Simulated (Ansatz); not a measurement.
Single points on CuSe5.

```yaml
crystal:
  periodic: [false, false, false]
  atoms:
    - {symbol: Cu, position_ang: [-1.413146, 0.407000, 0.474396]}
    - {symbol: Se, position_ang: [0.326704, -1.224364, -1.786987]}
    - {symbol: Se, position_ang: [-0.176887, 1.906407, 1.640409]}
    - {symbol: Se, position_ang: [1.419510, -1.279441, 0.311320]}
    - {symbol: Se, position_ang: [-1.972676, -0.830333, -1.340011]}
    - {symbol: Se, position_ang: [1.816495, 1.020731, 0.700863]}
basis:
  gaussian: {orbitals: def2-SVP, initial_orbitals: start.molden}
magnetization: {spin_polarized: true, initial_magnetization: 1}
hamiltonian: {xc: {name: LC-wPBE, parameters: {omega: 0.1/bohr}}}
scf: {omitted_lower_state_checks: [starts]}
output: {orbitals: {seedname: orbitals}}
```

The file start.molden holds the orbitals of an earlier run on this structure, at another level or in another basis.

```sh
$ ansatz run in.yaml --threads 4 --pin off --events-out ev --progress --plain --max-ram 4787MiB
```

Output, abridged:

```
Functional definition: LC-wPBE
2114 factors; their error is unknown
89 factors; integrals over basis functions are off by at most 2.3e-7 eV
mean field evaluation 1: about -371289.7522 eV, gradient 9.3e0 eV
mean field evaluation 2: about -371289.9950 eV, gradient 3.1e-1 eV
mean field evaluation 4: about -371289.5062 eV, gradient 1.3e-1 eV
mean field evaluation 8: about -371289.5063 eV, gradient 2.0e-5 eV
mean field -371289.50628755 eV, -13644.6376870009 hartree, gradient 2.0e-5 eV, S^2 0.752606; 0 other end points of the search recorded, 0 dependent functions left out
reference -371289.50628768 eV, -13644.6376870059 hartree; 100, 99 occupied and 91, 92 virtual orbitals, 2114 factors
Total energy: -371289.50628768 eV, -13644.6376870059 hartree
Checks for a lower state left out: starts
```

Hardware: 4 threads of Arm Neoverse V2 on a shared host. Wall time 13 s, peak host memory 0.58 GiB.

The first input with `hamiltonian: {xc: pbe, dispersion: d4}`, `output: {forces: true, orbitals: {seedname: orbitals}}` (abridged; 7 s):

```
Functional definition: PBE
mean field -371291.31830614 eV, -13644.7042774561 hartree, gradient 1.6e-5 eV, S^2 0.751538
Total energy: -371291.81986408 eV, -13644.7227093704 hartree
Atom 0 force     0.002551     0.006820    -0.007219 eV/Å
Atom 1 force    -0.001733    -0.005154     0.005740 eV/Å
Atom 2 force     0.004544    -0.010371     0.005548 eV/Å
Atom 3 force    -0.009929     0.014818    -0.005125 eV/Å
Atom 4 force     0.006693    -0.004317     0.001986 eV/Å
Atom 5 force    -0.002126    -0.001796    -0.000930 eV/Å
Dipole moment:     0.022823    -0.084937     0.067193 e Å
Checks for a lower state left out: starts
```

The first input with `hamiltonian: {xc: r2scan, dispersion: d4}` (abridged; 17 s):

```
Functional definition: r2SCAN
mean field -371345.76100741 eV, -13646.7050098250 hartree, gradient 2.7e-5 eV, S^2 0.753036
Total energy: -371345.86512718 eV, -13646.7088361559 hartree
Checks for a lower state left out: starts
```

As the first input, with `hamiltonian: {xc: {name: revPBE}, dispersion: d4}` (abridged; 6.5 s):

```
Functional definition: revPBE
mean field -371316.79495583 eV, -13645.6405270633 hartree, gradient 1.5e-5 eV, S^2 0.751670
Total energy: -371317.81294453 eV, -13645.6779374580 hartree
Checks for a lower state left out: starts
```

The first input with `gaussian: {orbitals: def2-TZVPD, initial_orbitals: start.molden}`, `hamiltonian: {xc: pbe, dispersion: d4}` (abridged; 22 s):

```
Functional definition: PBE
mean field -371338.33128654 eV, -13646.4319726192 hartree, gradient 2.0e-5 eV, S^2 0.752261
Total energy: -371338.83287213 eV, -13646.4504055495 hartree
Checks for a lower state left out: starts
```

First input, but with `gaussian: {orbitals: 6-31G}`, `hamiltonian: {xc: {name: B3LYP}, dispersion: d4}` (abridged; 15 s):

```
Functional definition: B3LYP
mean field evaluation 16: about -371338.7856 eV, gradient 2.5e-5 eV
mean field -371338.78564523 eV, -13646.4486699932 hartree, gradient 2.8e-5 eV, S^2 0.753411
Total energy: -371339.62636473 eV, -13646.4795658648 hartree
Checks for a lower state left out: starts
```

First input, but with `hamiltonian: {xc: {name: LC-wPBE, parameters: {omega: 0.2/bohr}}}` (abridged; 15 s):

```
Functional definition: LC-wPBE
mean field -371290.26856830 eV, -13644.6657003020 hartree, gradient 2.8e-5 eV, S^2 0.756924
Total energy: -371290.26856833 eV, -13644.6657003030 hartree
Checks for a lower state left out: starts
```

Geometry: PBE-D4/def2-SVP.

The 6-31G sets use Cartesian d functions. B3LYP takes the VWN-RPA correlation. The structure comes from a short search, and lower isomers may exist.
